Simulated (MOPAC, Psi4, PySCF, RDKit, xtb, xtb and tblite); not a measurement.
Two geometries of C₂H₆SSe, SMILES CSC[SeH], relaxed at GFN2-xTB with one dihedral held; other torsions can differ between them too.

Structure A

```
10

C     -1.5887    -0.0379     0.1375
S     -0.4126     0.0998    -1.2356
C      1.0705    -0.4860    -0.3548
Se     2.6461    -0.4987    -1.5165
H     -1.6395    -1.0702     0.4733
H     -1.2824     0.6171     0.9486
H     -2.5526     0.2752    -0.2494
H      0.8948    -1.4956     0.0199
H      1.2991     0.1925     0.4687
H      2.0540    -1.3526    -2.5203
```

Structure B

```
10

C      1.5957    -0.0255     0.1567
S      0.4149     0.1362    -1.2103
C     -1.0752    -0.4927    -0.3710
Se    -2.7302     0.3116    -1.0585
H      1.6412    -1.0615     0.4806
H      1.2992     0.6252     0.9748
H      2.5595     0.2845    -0.2334
H     -1.1372    -1.5750    -0.4870
H     -1.0266    -0.2232     0.6839
H     -2.5168    -0.1140    -2.4217
```

Q: Which is lower in energy at the level DF-MP2 (frozen core)/cc-pVTZ // GFN2-xTB in Psi4, and by how much?

A: A is lower, by 1.43 kcal/mol (dihedral C1–S2–C3–Se4: 180° in A, 150° in B).

E(B) − E(A) in kcal/mol at the other levels, on the same two geometries: GFN2-xTB (xtb and tblite) 0.06; PBE0/def2-TZVP // GFN2-xTB (Psi4) 1.23; PBE0-D3(BJ)/def2-TZVP // GFN2-xTB (Psi4) 1.24; PBE/def2-TZVP // GFN2-xTB (Psi4) 1.12; PBE-D3(BJ)/def2-TZVP // GFN2-xTB (Psi4) 1.13; M06-2X/def2-TZVP // GFN2-xTB (Psi4) 1.34; HF/cc-pVTZ // GFN2-xTB (Psi4) 1.40; UFF // GFN2-xTB (RDKit) 1.46; PM7, restricted, heats of formation // GFN2-xTB (MOPAC) -0.47; PM6, restricted, heats of formation // GFN2-xTB (MOPAC) 0.22; GFN1-xTB // GFN2-xTB (xtb) 0.54; restricted B3LYP/6-31G*, spherical d // GFN2-xTB (PySCF) 1.23; restricted MP2 (frozen core)/6-31G*, spherical d // GFN2-xTB (PySCF) 1.41; restricted B3LYP/LANL2DZ, with its core potentials past Ne // GFN2-xTB (PySCF) 0.96.
